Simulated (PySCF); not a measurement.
Silver: a sound run and one with changed settings

Sound run: Ag⁺ [Kr] 4d10, Ag²⁺ [Kr] 4d9. Calculation: PySCF 2.14, in def2-SVP with the def2 core potential (28 electrons) (5s3p2d1f, 31 functions); a scalar-relativistic core potential. The sound run starts from symmetry-adapted Hartree-Fock orbitals and uses a fine grid where one is needed.

Changed run: 26 angular points. This setting is unsound on purpose.

| species | method | sound run (hartree) | changed run (hartree) | converged |
| --- | --- | --- | --- | --- |
| Ag⁺ | UHF | -145.85043 | -145.85043 | yes |
| Ag⁺ | PBE | -146.65266 | -146.65266 | yes |
| Ag⁺ | M06-2X | -146.59452 | -146.59452 | yes |
| Ag²⁺ | UHF | -145.12061 | -145.12061 | yes |
| Ag²⁺ | PBE | -145.84817 | -145.85817 | yes |
| Ag²⁺ | M06-2X | -145.79140 | -145.78555 | yes |

Ionisation energy of Ag⁺:

| method | sound run (eV) | changed run (eV) |
| --- | --- | --- |
| UHF | 19.859 | 19.859 |
| PBE | 21.891 | 21.619 |
| M06-2X | 21.854 | 22.013 |

A coarse angular grid integrates products of high-l functions wrongly, so density functionals can shift, and the SCF can exploit the error; Hartree-Fock and MP2 need no grid.

For comparison, NIST gives 21.484 eV between the lowest levels.
